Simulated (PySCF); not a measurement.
These are PBE0-D3(BJ)/def2-TZVP // PBE0-D3(BJ)/def2-SVP in PySCF values and carry that method's errors. All species are isolated molecules in the gas phase. One relaxed conformer stands for a flexible species; it need not be the lowest. Excitations are Tamm–Dancoff values on a coarser integration grid. The basis has no diffuse functions, so Rydberg states are missing or too high.

Reference species (SMILES): `C=C(F)c1ccc([SiH3])cc1` (F–C–C–C torsion 5°) (neutral, multiplicity 1).

| Quantity | Value |
|---|---|
| HOMO–LUMO gap | 5.28 eV |
| LUMO | -1.57 eV |
| S1 excitation (TDA) | 4.85 eV |
| HOMO | -6.85 eV |

After one change: the HOMO–LUMO gap decreases by 0.03 eV; the LUMO decreases by 0.05 eV; the S1 excitation (TDA) decreases by 0.12 eV; the HOMO drops by 0.02 eV.

### Question
Which change was made? The new species is one of these.
A) `C=Cc1ccc([SiH3])c(F)c1` (C–C–C–C torsion 179°)
B) `C=C([SiH3])c1cccc(F)c1` (Si–C–C–C torsion 144°)
C) `C=Cc1ccc(F)c([SiH3])c1` (C–C–C–C torsion 1°)
D) `C=C([SiH3])c1ccc(F)cc1` (Si–C–C–C torsion 33°)

### Answer
A, `C=Cc1ccc([SiH3])c(F)c1` (C–C–C–C torsion 179°)
